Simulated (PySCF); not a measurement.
Geometries of 2 isomers of C3H8AlN, from PySCF 2.14.0, PBE0-D3(BJ)/def2-SVP geometry optimisation, gas phase. One conformer each, no zero-point energy, no frequencies.

Question: Which is lower in electronic energy at this level?
A.
```xyz
13
angstrom
C      2.768    0.256    0.495
C      1.431    0.193    0.608
Al     0.335   -0.143   -0.963
N     -1.438   -0.239   -0.844
C     -2.285   -0.091    0.314
H      3.277    0.123   -0.469
H      3.432    0.444    1.350
H      1.021    0.342    1.617
H      0.996   -0.341   -2.394
H     -1.976   -0.419   -1.687
H     -2.990    0.757    0.227
H     -1.676    0.096    1.213
H     -2.889   -0.994    0.523
```
B.
```xyz
13
angstrom
C      2.255   -0.573   -0.043
C      1.372    0.307    0.840
C     -0.025    0.283    0.443
N     -1.126    0.250    0.110
Al    -3.070    0.184   -0.484
H      3.295   -0.512    0.304
H      1.937   -1.624   -0.001
H      2.220   -0.244   -1.091
H      1.700    1.359    0.815
H      1.416   -0.011    1.895
H     -3.756    0.891    0.782
H     -3.240   -1.405   -0.628
H     -2.955    1.043   -1.835
```

Answer: A. That is `[NH]([AlH][CH]=C)C`, 10.9 kcal/mol below the other.

```json
{"SMILES": "C=[CH][AlH][NH]C", "atoms numbered as above": "[CH2:1]=[CH:2][AlH:3][NH:4][CH3:5]", "E (Eh)": "-415.78582", "relative (kcal/mol)": "0.0", "relative (kJ/mol)": "0.0", "dipole (D)": "1.03"}
{"SMILES": "CCC#[N+][AlH3-]", "atoms numbered as above": "[CH3:1][CH2:2][C:3]#[N+:4][AlH3-:5]", "E (Eh)": "-415.76851", "relative (kcal/mol)": "10.9", "relative (kJ/mol)": "45.5", "dipole (D)": "8.67"}
```

As drawn, the lower has an N–H bond, which the higher lacks.
